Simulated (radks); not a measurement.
Values are calculated unless marked as measured or tabulated.
Spin polarisation of the 4d9 shell in the palladium ion Pd+. Start: [Kr] 4d(up 4.5, down 4.5); electrons of 4d are moved from spin down to spin up, other shells keep equal spins. Code: a radial shooting solver on a logarithmic mesh with Libxc functionals. Model: non-relativistic Kohn-Sham, PBE, spin-polarised, spherical densities, point nucleus.

moment (Bohr magnetons) = 0: E - E(0) (eV) 0.000; e(4d up) (eV) -14.829; e(4d down) (eV) -14.829; 4p down minus up (eV) 0.000; 4s down minus up (eV) 0.000
moment (Bohr magnetons) = 0.25: E - E(0) (eV) -0.010; e(4d up) (eV) -14.911; e(4d down) (eV) -14.745; 4p down minus up (eV) 0.177; 4s down minus up (eV) 0.174
moment (Bohr magnetons) = 0.5: E - E(0) (eV) -0.042; e(4d up) (eV) -14.991; e(4d down) (eV) -14.659; 4p down minus up (eV) 0.354; 4s down minus up (eV) 0.347
moment (Bohr magnetons) = 0.75: E - E(0) (eV) -0.094; e(4d up) (eV) -15.069; e(4d down) (eV) -14.571; 4p down minus up (eV) 0.531; 4s down minus up (eV) 0.521
moment (Bohr magnetons) = 1: E - E(0) (eV) -0.166; e(4d up) (eV) -15.146; e(4d down) (eV) -14.480; 4p down minus up (eV) 0.708; 4s down minus up (eV) 0.695

At moment 1 the spin-polarisation energy is -0.166 eV and the 4d exchange splitting 0.665 eV, that is 0.665 eV per Bohr magneton; E = -I m^2/4 would give I = 0.665 eV.
